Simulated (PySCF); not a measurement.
# Reading the logs of faulty runs: H3NOSi2

All numbers below are calculated, not measured. The program is PySCF 2.14.0, an open-source quantum chemistry code, run on an isolated molecule that a program drew, which may never have been made. The molecule is H3NOSi2 (charge 0, singlet), drawn as the SMILES string `N[Si][SiH]=O`.

Each row is a Hartree-Fock (HF) and frozen-core CCSD(T) single point in the cc-pV(D+d)Z basis, meant for a local HF minimum. Run 1 is clean. Each other run has one planted mistake out of seven kinds, and not every kind appears here: one electron removed, one electron added, multiplicity raised by two, geometry at a saddle point, minimal basis STO-3G, one bond length entered in bohr, all coordinates scaled. The reference is restricted for singlets and unrestricted otherwise, and also for a bond in bohr. Adding or removing an electron swaps singlet and doublet. Electrons count all cores. HOMO and LUMO are orbital energies over both spins, the gradient is its largest component, and the lowest frequency (negative if imaginary) is given only where the gradient is small. Bond lengths are over the 6 bonds as drawn. T1 is the CCSD diagnostic: over 0.02 (restricted) or 0.045 (unrestricted) a single reference is doubtful.

Geometry of the clean run:
```xyz
7
H3NOSi2, angstrom
N    -0.4095   -1.7924    0.4632
Si   -0.6820   -0.5103    1.5483
Si    0.4532    1.0980    0.1020
O     0.6535    2.5645    0.3701
H    -0.7331   -2.7211    0.6676
H     0.0626   -1.7676   -0.4235
H     0.9723    0.4752   -1.1602
```

| run | electrons | basis functions | <S^2> | HOMO (eV) | LUMO (eV) | gradient (hartree/bohr) | lowest frequency (cm^-1) | mean bond (Å) | longest bond (Å) | T1 | HF (hartree) | CCSD(T) (hartree) | mistake |
|---|---|---|---|---|---|---|---|---|---|---|---|---|---|
| 1 | 46 | 89 | 0.000 | -8.81 | 0.26 | 5.1e-06 | 58 | 1.5263 | 2.443 | 0.0236 | -708.91132 | -709.49873 | no fault |
| 2 | 46 | 89 | 0.000 | -8.43 | 0.58 | 2.6e-01 | - | 1.3844 | 2.216 | 0.0186 | -708.82239 | -709.38802 | all coordinates scaled |
| 3 | 46 | 89 | 2.020 | -7.37 | -0.56 | 3.5e-02 | - | 1.5263 | 2.443 | 0.0383 | -708.86063 | -709.42981 | multiplicity raised by two |
| 4 | 46 | 31 | 0.000 | -5.06 | 6.04 | 7.0e-02 | - | 1.5263 | 2.443 | 0.0247 | -700.42708 | -700.66851 | minimal basis STO-3G |
| 5 | 47 | 89 | 0.769 | -0.94 | 6.65 | 4.5e-02 | - | 1.5263 | 2.443 | 0.0220 | -708.92298 | -709.51346 | ? |
| 6 | 45 | 89 | 0.807 | -16.28 | -6.97 | 4.8e-02 | - | 1.5263 | 2.443 | 0.0400 | -708.62191 | -709.19542 | ? |

**Which mistake was planted in run 5, and what did it cost?**

It counts 47 electrons, one more than the clean run, at the same geometry and basis. So the mistake is: one electron added. Subtracting run 1 and multiplying by 627.51 kcal/mol a hartree, the energy moved by -7.3 kcal/mol in HF and -9.2 kcal/mol in CCSD(T).

**Which mistake was planted in run 6, and what did it cost?**

It counts 45 electrons, one fewer than the clean run, at the same geometry and basis. So the mistake is: one electron removed. Subtracting run 1 and multiplying by 627.51 kcal/mol a hartree, the energy moved by 181.6 kcal/mol in HF and 190.3 kcal/mol in CCSD(T).

Cautions from the logs. Run 1: T1 is over the limit, so its CCSD(T) energy is less reliable; run 4: T1 is over the limit, so its CCSD(T) energy is less reliable.
